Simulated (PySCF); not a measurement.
Fill in the blanks.

Species: C₃H₉F₃OSi₂.
Z-matrix (Å and degrees, GFN2-xTB geometry), rows numbered from 1:
```
C 
C   1  1.5247
O   2  1.3812  1  110.01
Si  3  1.6402  2  129.56  1   161.89
Si  4  2.2949  3   98.72  2  -169.29
C   2  1.5304  1  109.72  3  -120.27
F   6  1.3429  2  111.98  1   -52.40
F   6  1.3409  2  112.17  1  -171.55
F   6  1.3356  2  112.49  1    67.93
H   1  1.0864  2  110.58  3   179.90
H   1  1.0875  2  109.37  3    59.13
H   1  1.0862  2  108.98  3   -59.73
H   2  1.1006  1  110.83  3   122.81
H   4  1.4673  3  111.34  2    66.99
H   4  1.4734  3  106.68  2   -46.39
H   5  1.4667  4  108.49  3   176.61
H   5  1.4681  4  114.71  3    58.03
H   5  1.4660  4  114.32  3   -64.51
```

| property | level | value |
| --- | --- | --- |
| point group of the GFN2-xTB geometry | GFN2-xTB | C1 |
| rotational constants A, B, C of the GFN2-xTB geometry | GFN2-xTB | 2.240, 0.585, 0.536 GHz |
| dipole moment | PBE0/pcSseg-1 | 1.84 D |
| HOMO energy | PBE0/pcSseg-1 | ? |
| LUMO energy | PBE0/pcSseg-1 | ? |
| 13C chemical shifts (computed TMS as zero) by class | GIAO PBE0/pcSseg-1 | 134.7 (C6), 75.5 (C2), 19.8 (C1) ppm |
| 1H chemical shifts (computed TMS as zero) by class | GIAO PBE0/pcSseg-1 | 5.55 (H14), 5.31 (H15), 3.89 (H13), 3.42 (H16/H17/H18), 1.46 (H10/H11/H12) ppm |
| isotropic shieldings of nuclei other than C and H, by class | GIAO PBE0/pcSseg-1 | ? |

Gas-phase values; electronic properties from PySCF, density fitting. Isolated species at its GFN2-xTB geometry (one conformer only). GFN2-xTB frequencies show an imaginary mode (21i cm⁻¹), so this geometry is no minimum at that level. NMR classes are plain means over equivalent atoms (diastereotopic ones count apart unless rotation or inversion swaps them), as if these changed places fast; in this geometry the members of some classes differ.

Task: What is the LUMO energy?

Result: -0.40 eV.

Task: Give the isotropic shieldings of nuclei other than C and H, by class.

Result: 315 (O3), 265 (F7/F8/F9), 367 (Si4), 469 (Si5) ppm.

Task: What is the HOMO energy?

Result: -8.44 eV.

The dipole matches unit charges of opposite sign 0.38 Å apart (1 e·Å = 4.8032 D). A dipole of 1.84 D is allowed in C1, and pure rotational transitions are dipole-allowed. The rotational constants make it an asymmetric top with κ = (2B − A − C)/(A − C) = -0.94, nearer the prolate limit (−1). With B = h/(8π²I), that is 505.379 GHz u Å² over I, the principal moments of inertia are 225.6, 863.6 and 943.2 u Å² (most abundant isotopes); the inertial defect Ic − Ia − Ib is -146.0 u Å² (zero for a rigid planar frame, negative otherwise).
